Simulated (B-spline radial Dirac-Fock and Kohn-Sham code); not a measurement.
How the settings move the core levels of La⁶⁺

ΔSCF core binding energies without Breit or QED terms, calculated with a radial B-spline solver. Keys: rel is the Hamiltonian (dirac, or spin-free x2c and nr, where L3 and M5 stand for the whole 2p and 3d shells), method is hf or an exchange,correlation pair (spin-unpolarised, also for the hole states), nuc the nuclear model, radius_factor scales its radius, rmax is the box in bohr, h the logarithmic mesh step, order the B-spline order, points the quadrature points per cell, c_factor scales the speed of light, and damp, ndamp, maxit and tol steer the iteration. The run stops when the commutator error falls below 10·tol·max(1, Z/10), or the numerical noise floor, and the energy has settled to about 1e-8 Ha; the virial ratio is −V/T.

Base input:

```json
{"items": [{"Z": 57, "q": 6, "cfg": [[1, 0, 2], [2, 0, 2], [2, 1, 6], [3, 0, 2], [3, 1, 6], [3, 2, 10], [4, 0, 2], [4, 1, 6], [4, 2, 10], [5, 0, 2], [5, 1, 3]], "A": 139, "rrms": 4.855, "do": "settings", "holes": ["K", "L3", "M5"],
  "settings": [{"rel": "dirac", "method": "hf", "nuc": "fermi", "radius_factor": 1.0, "rmax": 45.0, "h": 0.3, "order": 8, "points": 10, "c_factor": 1.0, "maxit": 60, "damp": 0.5, "ndamp": 3, "tol": 1e-08}]}]}
```

The ground state converged in 10 iterations, with total energy -8485.54618 Ha, virial ratio 1.93446 and highest orbital energy -88.09 eV. ΔSCF binding energies: K (1s) 39158.8 eV, L3 (2p3/2) 5582.1 eV, M5 (3d5/2) 920.4 eV.

Changes from the base run:

```tsv
changed setting	Δ total energy (Ha)	Δ K (eV)	Δ L3 (eV)	Δ M5 (eV)	iterations
rmax = 30.0	0.00000	0.00	0.00	0.00	10
method = "lda,"	+8.41113	-15.43	-30.96	-7.96	9
order = 7	+0.00005	0.00	0.00	0.00	10
radius_factor = 0.8; rmax = 30.0; order = 7	-0.12457	+1.42	-0.01	0.00	10
rmax = 30.0; damp = 0.2; tol = 0.0001	0.00000	0.00	0.00	0.00	8
nuc = "gauss"	-0.00161	+0.02	0.00	0.00	10
c_factor = 0.9	?	?	?	?	?
```

Task: What does the change c_factor = 0.9 do?

Result: The total energy moves by -71.48363 Ha and the binding energies by K +477.50 eV, L3 -1.18 eV, M5 -4.79 eV; the run takes 10 iterations.
